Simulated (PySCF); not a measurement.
(Z)-1-bromo-2-chloroethene (C2H2BrCl), SMILES C(=C/Cl)/Br. Coordinates come from a PBE-D3(BJ)/def2-SVP optimisation.

These are PBE-D3(BJ)/def2-SVP (PySCF) values and carry that method's errors.

Harmonic wavenumbers (cm⁻¹): 133, 390, 508, 648, 665, 809, 846, 1138, 1237, 1602, 3130, 3155. Rotational constants (GHz): 10.07, 1.607, 1.386; symmetry number 1.

Work out the zero-point energy and the ideal-gas rigid-rotor harmonic-oscillator thermochemistry at 298.15 K and 1 atm.

ZPE = ½ Σ hcν = ½ × 14260 cm⁻¹ = 85.29 kJ/mol. H − E(el) = 99.56 kJ/mol. Entropy in J/(mol K): translation 170.50, rotation 113.24, vibration 24.02, total 307.75. G − E(el) = 7.80 kJ/mol. Cp = 67.45 J/(mol K). Modes under 150 cm⁻¹ make the vibrational entropy uncertain.
